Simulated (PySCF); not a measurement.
# What a mistake does to a calculation on GeH6NOSi cation

Calculated results; nothing here was measured. The program is PySCF 2.14.0, an open-source quantum chemistry code, run on an isolated molecule that a program drew, which may never have been made. The molecule is GeH6NOSi cation (charge +1, singlet), drawn as the SMILES string `N[SiH2][O][GeH2+]`.

Each row is a Hartree-Fock (HF) and frozen-core CCSD(T) single point in the cc-pV(D+d)Z basis, meant for a local HF minimum. Run 1 is clean. Each other run has one planted mistake out of seven kinds, and not every kind appears here: one electron removed, one electron added, multiplicity raised by two, geometry at a saddle point, minimal basis STO-3G, one bond length entered in bohr, all coordinates scaled. The reference is restricted for singlets and unrestricted otherwise, and also for a bond in bohr. Adding or removing an electron swaps singlet and doublet. Electrons count all cores. HOMO and LUMO are orbital energies over both spins, the gradient is its largest component, and the lowest frequency (negative if imaginary) is given only where the gradient is small. Bond lengths are over the 9 bonds as drawn. T1 is the CCSD diagnostic: over 0.02 (restricted) or 0.045 (unrestricted) a single reference is doubtful. Germanium has the cc-pVDZ-PP basis, with a core potential (ECP10MDF) in place of its 10 inner electrons, and its 3s, 3p and 3d shells are frozen in CCSD(T).

Geometry of the clean run:
```xyz
10
GeH6NOSi cation, angstrom
N    -1.4104   -1.1262   -0.8228
Si   -1.2836   -2.4995    0.1675
O     0.0344   -2.2278    1.2656
Ge    1.1988   -1.0851    1.6400
H    -2.1684   -0.4781   -0.7044
H    -1.1334   -1.1639   -1.7874
H    -0.8655   -3.6904   -0.5727
H    -2.4333   -2.6627    1.0575
H     1.2763    0.1933    0.8459
H     2.1031   -1.4547    2.7852
```

| run | electrons | basis functions | <S^2> | HOMO (eV) | LUMO (eV) | gradient (hartree/bohr) | lowest frequency (cm^-1) | mean bond (Å) | longest bond (Å) | T1 | HF (hartree) | CCSD(T) (hartree) | mistake |
|---|---|---|---|---|---|---|---|---|---|---|---|---|---|
| 1 | 66 | 104 | 0.000 | -15.53 | -4.90 | 3.1e-05 | 71 | 1.4506 | 1.737 | 0.0182 | -714.93906 | -715.52932 | no fault |
| 2 | 66 | 104 | 0.994 | -12.50 | -4.92 | 2.1e-02 | - | 1.6185 | 3.208 | 0.0195 | -714.80294 | -715.35849 | one bond length entered in bohr |
| 3 | 66 | 104 | 0.000 | -15.93 | -4.82 | 4.8e-02 | - | 1.3868 | 1.660 | 0.0158 | -714.91561 | -715.49493 | all coordinates scaled |
| 4 | 65 | 104 | 0.758 | -22.40 | -11.15 | 9.8e-02 | - | 1.4506 | 1.737 | 0.0195 | -714.45763 | -715.00300 | one electron removed |
| 5 | 67 | 104 | 0.767 | -6.29 | 2.81 | 7.0e-02 | - | 1.4506 | 1.737 | 0.0142 | -715.14394 | -715.74141 | ? |

**Which mistake was planted in run 5, and what did it cost?**

It counts 67 electrons, one more than the clean run, at the same geometry and basis. So the mistake is: one electron added. Subtracting run 1 and multiplying by 627.51 kcal/mol a hartree, the energy moved by -128.6 kcal/mol in HF and -133.1 kcal/mol in CCSD(T).

